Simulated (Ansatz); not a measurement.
`CN(C)B(O)F` + `BCN[SiH3]` → `BCB(O)F` + `CN(C)N[SiH3]`  (redistribution)

Calculated with Ansatz (gas phase, PBE0-D4/def2-TZVP geometries, no zero-point term in ΔE). CBS: MP2 limit from def2 TZ/QZ plus the TZ coupled-cluster correction, frozen cores. Functionals use def2-TZVPP. Each species was taken in one conformer, which may not be the lowest.

**Question.** Is it downhill or uphill in electronic energy at CCSD(T)/CBS, and by how much? (An estimate is asked.)

**Answer.** The calculation gave: Uphill: ΔE = +1.62 eV.

**Question.** What do these levels give: revPBE-D4, CAM-B3LYP-D4, PBE-QIDH, HF/def2-SVP, CCSD/def2-SVP, MP2/def2-TZVPP? (An estimate is asked.)

**Answer.** The calculation gave: revPBE-D4 1.46, CAM-B3LYP-D4 1.65, PBE-QIDH 1.64, HF/def2-SVP 1.78, CCSD/def2-SVP 1.59, MP2/def2-TZVPP 1.64 eV.

Largest T1 diagnostic among the species: 0.013.

The D4 term adds −0.05 eV with B3LYP and −0.02 eV with PBE0; it sums over pairs of atoms, weighted by their polarisabilities, and B3LYP, whose exchange is more repulsive, gets the larger term. Leaving LDA and LC-ωPBE aside and taking each functional with its dispersion term where it has one, the values, not all of them listed here, spread over 0.23 eV, from revPBE-D4 to BHLYP-D4. LDA lies +0.05 eV from PBE without D4.

B3LYP here is the variant with VWN-RPA as its local correlation; programs differ in this.
